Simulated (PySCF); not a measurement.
C2H6F2Si2, SMILES F/C=C(/[SiH3])[SiH2]F. Coordinates come from a PBE-D3(BJ)/def2-SVP optimisation. The structure was generated by enumeration; whether it is a known compound was not checked. Other conformers were not sampled.

Computed equilibrium geometry at PBE-D3(BJ)/def2-SVP (PySCF confirms it by a frequency run) as bond lengths and angles, and its point group (one conformer of several):
point group Cs.
Atoms: F1 C2 C3 Si4 Si5 F6 H7 H8 H9 H10 H11 H12. Bond lengths (Å): F1–C2 1.352, C2–C3 1.344, C2–H7 1.105, C3–Si4 1.881, C3–Si5 1.872, Si4–H8 1.506, Si4–H9 1.502, Si4–H10 1.502, Si5–F6 1.647, Si5–H11 1.500, Si5–H12 1.500. Angles (°): F1–C2–C3 121.9, F1–C2–H7 110.8, C3–C2–H7 127.3, C2–C3–Si4 120.0, C2–C3–Si5 119.9, Si4–C3–Si5 120.1, C3–Si4–H8 108.4, C3–Si4–H9 110.6, C3–Si4–H10 110.6, H8–Si4–H9 109.2, H8–Si4–H10 109.2, H9–Si4–H10 108.7, C3–Si5–F6 105.2, C3–Si5–H11 112.3, C3–Si5–H12 112.3, F6–Si5–H11 108.0, F6–Si5–H12 108.0, H11–Si5–H12 110.8.
